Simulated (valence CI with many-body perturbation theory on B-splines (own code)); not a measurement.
Run record, Cd XXXV

Calculated by relativistic CI+MBPT: four valence electrons over a frozen Dirac-Fock core [Ne], radial functions for each j: 11 s, 11 p, 10 d, 8 f, 5 g, 2 h, with the one-electron correlation potential Σ1 (screened to all orders), the two-electron term Σ2, the three-electron term Σ3, Breit, model QED; selected single and double excitations, second order for the rest, scaled by the run's own slope (own B-spline code, finite nucleus).

Command, and the settings that its task file holds:

```sh
python run_cv.py task.json out
```

```
atom Cd  Z=48  mass_number=114  rms_radius_fm=4.6087
core [Ne]
valence 3s2 3p2
avg = 1
basis = M
breit = 1
cap = 32000
capref = 2000
cscale = 1
de = 0.0
dress = 0
eps = 2e-08
extrap = 1
h = 0.27
hh = 1
l2 = 3
lcore = 6
maxit = 60
n2 = 5
natural = 1
nlev = 150
nno = [5, 5, 5, 4, 2, 1]
nroot = 36
nsp = [6, 6, 5, 4, 3, 1]
pt2 = 1
qed = 1
rpa = 1
s1 = 1
s2 = 1
s3 = 1
screen = 1
tol = 2e-05
whole = 1
```

It took 2.1 min on 1 thread of Arm Neoverse V2 (shared host).

Log. The first blocks belong to the next ion, which gives the ionisation energy. Fields: 2J, parity (1 odd), roots, reference size, generating configurations, candidates as configurations/state functions, variational space P, stored matrix elements, Davidson steps; e2 is the range of second-order energies in hartree. The first line gives the box (bohr), its intervals, the orbitals and the steps of their self-consistent field. Window is the range of levels sought, series limit the energy at which the first omitted orbital would enter, core excitation an estimate of the first excitation out of the core, left out the lowest levels not solved, and shifts from estimates the range by which levels moved from their first estimate, all in cm⁻¹.

```
rmax 5.4 intervals 60 orbitals 83 references ['3s2 3p2', '3s 3p3', '3s2 3p 3d', '3p4', '3s 3p2 3d'] scf 4 t 1.0
2J=1 par=1 roots 2 ref 37 generators 6 cand 2209/3155 P 2239/3192 nnz 1.6e+06 it 5
2J=1 par=1 roots 2 ref 37 generators 8 cand 2178/3528 P 4417/6720 nnz 5.9e+06 it 5
   second order: generators 15 cand 5478/8324 e2 -0.00002 -0.00001
reference levels 1284, estimated 370, window 3853115 1/cm; series limit 14947739, core excitation 26034746
2J=0 par=0 roots 12 ref 61 generators 21 cand 2598/3851 P 4225/6399 nnz 3e+06 it 8
2J=0 par=0 roots 12 ref 61 generators 24 cand 10307/19081 P 14532/25480 nnz 3.7e+07 it 9
   second order: generators 36 cand 31967/70580 e2 -0.00004 -0.00000
2J=2 par=0 roots 17 ref 125 generators 19 cand 1160/3493 P 2033/6373 nnz 4.2e+06 it 8
2J=2 par=0 roots 17 ref 125 generators 24 cand 6604/25620 P 8637/31993 nnz 6.9e+07 it 11
   second order: generators 37 cand 32138/178488 e2 -0.00359 -0.00030
2J=4 par=0 roots 24 ref 164 generators 26 cand 624/2022 P 1701/6385 nnz 4.6e+06 it 10
2J=4 par=0 roots 24 ref 164 generators 31 cand 5650/25492 P 7351/31877 nnz 7.1e+07 it 9
   second order: generators 45 cand 39743/318547 e2 -0.00767 -0.00069
2J=4 par=1 roots 30 ref 177 generators 25 cand 803/3444 P 1552/6378 nnz 4.8e+06 it 12
2J=4 par=1 roots 30 ref 177 generators 27 cand 5390/25479 P 6942/31857 nnz 7.1e+07 it 10
   second order: generators 41 cand 31474/232337 e2 -0.00378 -0.00096
2J=2 par=1 roots 26 ref 145 generators 25 cand 1136/3751 P 1976/6369 nnz 4.1e+06 it 9
2J=2 par=1 roots 26 ref 145 generators 27 cand 6619/25616 P 8595/31985 nnz 6.6e+07 it 9
   second order: generators 45 cand 32267/168339 e2 -0.00195 -0.00061
2J=6 par=1 roots 24 ref 153 generators 23 cand 939/3732 P 1622/6368 nnz 4.8e+06 it 12
2J=6 par=1 roots 24 ref 153 generators 23 cand 5120/25622 P 6742/31990 nnz 7.4e+07 it 9
   second order: generators 40 cand 31787/268634 e2 -0.00355 -0.00161
2J=0 par=1 roots 11 ref 55 generators 17 cand 2388/3838 P 4032/6389 nnz 3.1e+06 it 5
2J=0 par=1 roots 11 ref 55 generators 20 cand 10888/19687 P 14920/26076 nnz 3.9e+07 it 8
   second order: generators 30 cand 20781/45487 e2 -0.00003 -0.00001
2J=8 par=1 roots 15 ref 100 generators 14 cand 980/3771 P 1668/6360 nnz 4.7e+06 it 9
2J=8 par=1 roots 15 ref 100 generators 17 cand 5198/25635 P 6866/31995 nnz 7.7e+07 it 9
   second order: generators 31 cand 34692/294583 e2 -0.00224 -0.00115
2J=6 par=0 roots 15 ref 123 generators 15 cand 877/3212 P 1564/6391 nnz 4.8e+06 it 11
...
2J=10 par=0 roots 3 ref 28 generators 9 cand 5354/25780 P 7538/32207 nnz 7.9e+07 it 7
   second order: generators 14 cand 23467/189672 e2 -0.00126 -0.00032
2J=10 par=1 roots 6 ref 48 generators 7 cand 1147/3821 P 2028/6364 nnz 4.5e+06 it 5
2J=10 par=1 roots 6 ref 48 generators 11 cand 5170/25702 P 7198/32066 nnz 7.8e+07 it 9
   second order: generators 21 cand 25812/204845 e2 -0.00106 -0.00049
2J=12 par=1 roots 2 ref 16 generators 2 cand 1149/4367 P 2407/7253 nnz 5.8e+06 it 4
2J=12 par=1 roots 2 ref 16 generators 4 cand 4688/23776 P 7095/31029 nnz 8.2e+07 it 5
   second order: generators 11 cand 18122/129929 e2 -0.00014 -0.00007
left out: unestimated 5573854, estimated 4103956, shifts from estimates -27 to 265
operators 0.9
```

The Davidson iterations converged.

The last digits are not significant, and no measured levels were compared; by estimate large intervals hold to a few tenths of a per cent, small ones and those within an open d or f shell to about a per cent. Among the levels kept, up to 700 cm⁻¹ of a level comes from second order outside the variational space, and about a tenth of that is noise between levels of different J, which matters for small intervals.

| Property | Result |
| --- | --- |
| Valence energy | -345.0474 hartree |
| Ionisation energy | 2193.8 eV (NIST: 2195 ± 4 eV (semi-empirical)) |
| Reference configurations for the orbitals | 3s2 3p2, 3s 3p3, 3s2 3p 3d, 3p4, 3s 3p2 3d |
| Radial orbitals | 83 |
| Box radius | 5.384 bohr |
| Largest variational space | 32207 |
| Lowest levels | (3s^2 3p1/2^2) J=0 0, (3s^2 3p1/2 3p3/2) J=1 327280, (3s^2 3p1/2 3p3/2) J=2 371000, (3s^2 3p3/2^2) J=2 730090, (3s^2 3p3/2^2) J=0 828080, (3s 3p1/2^2 3p3/2) J=2 1005400, (3s 3p1/2^2 3p3/2) J=1 1144800, (3s 3p1/2 3p3/2^2) J=2 [a] 1300100, (3s^2 3p1/2 3d3/2) J=2 1335500, (3s 3p1/2 3p3/2^2) J=3 1373800, (3s 3p1/2 3p3/2^2) J=0 1475600, (3s 3p1/2 3p3/2^2) J=1 [a] 1489500, (3s 3p1/2 3p3/2^2) J=2 [b] 1515800, (3s^2 3p1/2 3d5/2) J=3 1531300 cm⁻¹ |

Levels are named by their leading jj configuration (3d3/2^4 stands for four electrons in 3d with j = 3/2), which in mixed levels can hold well under half, so a name can repeat and another be missing. Letters in brackets count levels of one name in rising energy.
